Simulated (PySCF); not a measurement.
Precursor series Y Cl-NH2. All species are isolated molecules in the gas phase. One relaxed conformer stands for each flexible species; it need not be the lowest.

The HOMO–LUMO gap from two functionals at the same geometries (PBE-D3(BJ)/def2-SVP), both in PySCF: PBE-D3(BJ)/def2-TZVP and TPSSh-D3(BJ)/def2-TZVP. 

```tsv
species	PBE-D3(BJ)/def2-TZVP (eV)	TPSSh-D3(BJ)/def2-TZVP (eV)
0 of 3 Cl replaced by NH2	4.05	5.22
1 of 3 Cl replaced by NH2 ([Y(Cl)2(NH2)])	3.31	4.40
2 of 3 Cl replaced by NH2	3.26	4.34
3 of 3 Cl replaced by NH2 ([Y(NH2)3])	3.13	4.19
```

Over these rows, drawn at random from the members with no instability flagged (it was tested for open shells, ions and some series alone), PBE minus TPSSh-D3(BJ): mean -1.10 eV, from -1.17 eV to -1.06 eV.
